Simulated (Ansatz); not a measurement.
An input meant for PSe₃ (charge 0, doublet; atoms displaced at random, 0.08 Å in each coordinate).

```yaml
crystal:
  periodic: [false, false, false]
  atoms:
    - {symbol: P, position_ang: [0.064547, 1.492023, -1.077930]}
    - {symbol: Se, position_ang: [4.403982, 1.064469, -2.301738]}
    - {symbol: Se, position_ang: [-2.781260, -3.225862, -0.000223]}
    - {symbol: Se, position_ang: [-1.499817, 0.325258, 3.681865]}
basis:
  gaussian: {orbitals: aug-cc-pVDZ}
magnetization: {spin_polarized: true, initial_magnetization: 1}
hamiltonian: {xc: {name: B97}}
scf: {omitted_lower_state_checks: [starts]}
output: {forces: true}
```

```sh
$ ansatz run in.yaml --threads 4 --pin off --events-out ev --progress --plain --max-ram 8704MiB
```

Output, abridged:

```
Functional definition: B97
1507 factors; integrals over basis functions are off by at most 3.8e-4 eV
mean field evaluation 1: about -205274.2390 eV, gradient 3.5e1 eV
mean field evaluation 2: about -204263.2201 eV, gradient 2.6e2 eV
mean field evaluation 4: about -204533.9039 eV, gradient 3.0e2 eV
mean field evaluation 8: about -205311.2192 eV, gradient 3.3e0 eV
mean field evaluation 16: about -205316.4787 eV, gradient 3.5e-2 eV
mean field evaluation 32: about -205316.4838 eV, gradient 1.8e-2 eV
mean field evaluation 64: about -205316.4860 eV, gradient 1.1e-6 eV
mean field -205316.48596624 eV, -7545.2416907466 hartree, gradient 2.9e-10 eV, S^2 4.726485; 0 other end points of the search recorded, 0 dependent functions left out
reference -205316.48603971 eV, -7545.2416934466 hartree; 59, 58 occupied and 76, 77 virtual orbitals, 1507 factors
Total energy: -205316.48603971 eV, -7545.2416934466 hartree
Atom 0 at     0.064547     1.492023    -1.077930 Å, force     0.090799    -0.018220    -0.012818 eV/Å
Atom 1 at     4.403982     1.064469    -2.301738 Å, force    -0.099060     0.009328     0.027972 eV/Å
Atom 2 at    -2.781260    -3.225862    -0.000223 Å, force     0.011702     0.027632     0.021559 eV/Å
Atom 3 at    -1.499817     0.325258     3.681865 Å, force    -0.003441    -0.018740    -0.036713 eV/Å
Dipole moment:    -0.085704    -0.035869    -0.007402 e Å
Checks for a lower state left out: starts
```

In this input the geometry is stretched to more than twice its size. The calculation finished and met its thresholds. The result belongs to that input, not to the species as meant.

The charge 0 doublet is spin-contaminated (final ⟨S²⟩ up to 4.73, 0.75 for a pure state).
